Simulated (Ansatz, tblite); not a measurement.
Isomers of TiO4 (singlet), found by a short tight-binding search and relaxed with PBE0-D4/def2-SVP in Ansatz.

The xTB rows come from tblite. Correlated methods freeze 9 core orbitals; core or outer-core shells of Ti are correlated, in sets that lack core-valence functions.

A: At CCSD(T)/def2-TZVPP the test of the restricted singlet for broken spin symmetry was undecided. It holds 2 O–O bonds. B: It holds 2 O–O bonds.

Other spin states were run for one of them alone.

A:

Cartesian coordinates in Å:
```
Ti -0.194 0.715 -0.272
O 1.238 -0.450 -0.220
O -1.025 0.901 -1.614
O 0.710 -0.645 1.117
O -0.730 -0.522 0.989
```

B:

Cartesian coordinates in Å:
```
Ti 0.000 0.000 0.000
O 1.119 1.416 0.015
O 0.925 0.857 -1.291
O -1.578 -0.697 0.529
O -0.466 -1.576 0.747
```

**Question.** Estimate which lies lowest at each level, and how far above it the others are (eV).

**Answer.** 
| level | A | B |
| --- | --- | --- |
| GFN1-xTB | 0.18 | 0.00 |
| GFN2-xTB | 0.15 | 0.00 |
| HF/def2-TZVPP | 0.34 | 0.00 |
| LDA (SPW92)/def2-TZVP | 0.01 | 0.00 |
| PBE-D4/def2-TZVP | 0.08 | 0.00 |
| r2SCAN-D4/def2-TZVP | 0.11 | 0.00 |
| PBE0-D4/def2-TZVP | 0.17 | 0.00 |
| CAM-B3LYP-D4/def2-TZVP | 0.12 | 0.00 |
| MP2/def2-TZVPP | 0.00 | 0.18 |
| CCSD/def2-TZVPP | 0.05 | 0.00 |
| CCSD(T)/def2-TZVPP | 0.01 | 0.00 |
Point groups (tolerance 0.1 Å): A Cs, B D2d. Lower isomers may exist.
